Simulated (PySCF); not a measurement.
Species: C6H11, net charge 0, doublet state. It need not be the lowest isomer of its formula. SMILES: CC(/[C]=C\C)C
Coordinates optimised at B3LYP-D3(BJ)/def2-TZVP (Ansatz):
```
C
H 1 1.1027
C 1 1.4721 2 107.23
C 3 1.3076 1 141.46 2 0.00
H 4 1.0894 3 118.93 1 180.00
C 4 1.5127 5 115.41 3 -180.00
H 6 1.0897 4 111.74 5 -180.00
H 6 1.0932 7 108.24 4 122.05
H 6 1.0932 7 108.24 8 115.89
C 1 1.5353 2 107.66 3 -120.02
H 10 1.0903 1 111.10 2 60.29
H 10 1.0916 11 108.05 1 -121.29
H 10 1.0918 11 108.51 12 -117.16
C 1 1.5353 2 107.66 3 120.02
H 14 1.0903 1 111.10 2 -60.29
H 14 1.0916 15 108.05 1 121.29
H 14 1.0918 15 108.51 16 117.16
```
Charge 0, spin multiplicity 2.

Dispersion corrections to the total energy (kcal/mol) from the dftd3 and dftd4 libraries through PySCF: D3(BJ) without and D4 with the three-body term, each with the damping fitted for the functional named.

```tsv
functional	D3(BJ)	D4
B3LYP	[?]	-11.90
TPSSh	-9.25	-9.30
CAM-B3LYP	-6.09	-6.38
PBE0	-6.95	-6.38
BHLYP	[?]	-8.24
revPBE	-20.71	[?]
LC-wPBE	-7.39	-8.28
```

Question: What belongs in the gaps?

Answer: 
- B3LYP, D3(BJ): -13.51
- BHLYP, D3(BJ): -10.22
- revPBE, D4: -25.44
